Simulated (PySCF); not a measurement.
**Computed NMR parameters against published values**

Geometry:
```
atom   x (Å)   y (Å)   z (Å)
  C1  -2.189   1.488   0.497
 Ge2  -1.278  -0.159  -0.028
  C3  -1.744  -1.610   1.199
  C4  -1.790  -0.660  -1.848
  C5   0.658   0.119   0.030
  C6   1.217   1.344   0.416
  C7   2.600   1.525   0.453
  C8   3.450   0.479   0.103
  C9   2.912  -0.749  -0.285
 C10   1.530  -0.923  -0.319
 H11  -1.916   1.780   1.523
 H12  -1.932   2.315  -0.181
 H13  -3.279   1.342   0.462
 H14  -1.210  -2.532   0.926
 H15  -2.825  -1.815   1.167
 H16  -1.468  -1.346   2.230
 H17  -2.875  -0.836  -1.912
 H18  -1.272  -1.580  -2.157
 H19  -1.523   0.138  -2.556
 H20   0.565   2.178   0.695
 H21   3.015   2.489   0.757
 H22   4.534   0.618   0.131
 H23   3.574  -1.574  -0.561
 H24   1.127  -1.894  -0.626
```

PySCF 2.14.0 with density-fitted response routines calculation with GIAO KT3/pcSseg-1 shieldings and geometry: PBE0-D3(BJ)/def2-SVP; one computed conformer, non-relativistic, equivalent nuclei averaged, isolated molecule.

Reference values: estimated from measurements, as parent shift plus tabulated substituent increment (solution, not stated per compound (mostly CDCl3 or CCl4); Pretsch, Buehlmann, Badertscher, Structure Determination of Organic Compounds, 4th ed. (2009)).
```
 atoms  quantity  reference  computed
C6/C10     δ ¹³C      133.0     126.6
    C8     δ ¹³C      128.3     122.0
 C7/C9     δ ¹³C      128.0     121.5
```

Computed shifts are σ(ref) − σ with the named reference compound (TMS for H and C) calculated as an isolated molecule at the same level.

Task: How far are the unscaled ¹³C shifts from the references?

Result: Mean signed difference -6.40 ppm, mean absolute 6.40 ppm over 3 comparisons; the largest is -6.5 ppm at C7/C9 (aromatic CH).

Relativistic effects, spin–orbit coupling among them, are left out; they matter for Ge and for the light atoms bonded to it.
